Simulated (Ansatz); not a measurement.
A nudged elastic band was laid between two geometries of C₃H₇NSSi (13 atoms, charge 0, multiplicity 1).

Theory: RKS B3LYP-D4/def2-SVP (Ansatz 0.2.0).

* movable images: 7
* climbing image: yes
* spring: 5.0 eV/Å²
* optimiser: quadratic models (default)
* start path: through a guess of the saddle point
* force threshold: 0.05 eV/Å
* iteration limit: 42
* end points: relaxed

First end point:

```xyz
13
Properties=species:S:1:pos:R:3
C -0.337 -2.434 0.829
N 0.051 -1.897 -0.248
Si 0.870 -0.361 -0.425
C -0.261 1.020 -1.039
C -0.225 1.817 0.294
S 1.044 0.898 1.334
H -0.179 -1.990 1.834
H -0.874 -3.402 0.814
H 2.126 -0.652 -1.164
H 0.168 1.592 -1.876
H -1.272 0.699 -1.331
H -1.191 1.815 0.819
H 0.100 2.860 0.172
```

Last end point:

```xyz
13
Properties=species:S:1:pos:R:3
C -0.109 -2.079 0.843
N 0.270 -1.529 -0.255
Si 1.514 -0.040 -0.552
C 0.096 1.203 -1.086
C -0.374 1.550 0.335
S 1.068 0.995 1.392
H 0.104 -1.544 1.777
H -0.619 -3.049 0.857
H 0.051 -2.058 -1.104
H 0.580 2.069 -1.568
H -0.705 0.854 -1.759
H -1.268 0.976 0.622
H -0.589 2.617 0.512
```

(1) What changes between the two ends?

(2) What energy profile does the band end with?

(3) What is the geometry of the highest image?

Answers

(1) Bonds broken: Si3–H9. Bonds formed: N2–H9.

(2) The forces met the threshold. The highest image is number 3 of 0 to 8, 60.5 kcal/mol above the first end and 38.4 kcal/mol above the last; the last end lies 22.2 kcal/mol above the first. Neighbouring images differ by up to 1.9 eV, so the band resolves the path poorly. A vibrational analysis at the climbing image gives one clearly imaginary mode, 1486i cm⁻¹: a first-order saddle point. The orbitals stay closed-shell, which can raise the energy where a bond breaks towards radicals; this wasn't checked here.

| image | path coordinate (Å) | energy (kcal/mol) | Si3–H9 (Å) | N2–H9 (Å) |
| --- | --- | --- | --- | --- |
| 0 | 0.00 | 0.0 | 1.49 | 2.59 |
| 1 | 0.82 | 1.0 | 1.49 | 2.51 |
| 2 | 1.65 | 17.3 | 1.49 | 2.07 |
| 3 | 2.47 | 60.5 | 1.71 | 1.34 |
| 4 | 3.18 | 32.4 | 2.20 | 1.03 |
| 5 | 3.89 | 25.2 | 2.46 | 1.02 |
| 6 | 4.59 | 23.5 | 2.53 | 1.02 |
| 7 | 5.30 | 22.7 | 2.54 | 1.02 |
| 8 | 6.01 | 22.2 | 2.55 | 1.02 |

(3) 
```xyz
13
Properties=species:S:1:pos:R:3
C -0.148 -2.647 0.755
N 0.103 -1.662 -0.032
Si 0.988 -0.116 -0.159
C -0.157 1.155 -1.010
C -0.255 2.089 0.223
S 0.906 1.327 1.484
H -0.160 -2.524 1.849
H -0.342 -3.652 0.353
H 1.109 -1.645 -0.913
H 0.308 1.653 -1.875
H -1.129 0.753 -1.331
H -1.268 2.114 0.651
H 0.064 3.121 0.019
```

The run took 16 min on 2 threads of Arm Neoverse N1, on a shared host, peak memory 0.35 GiB.
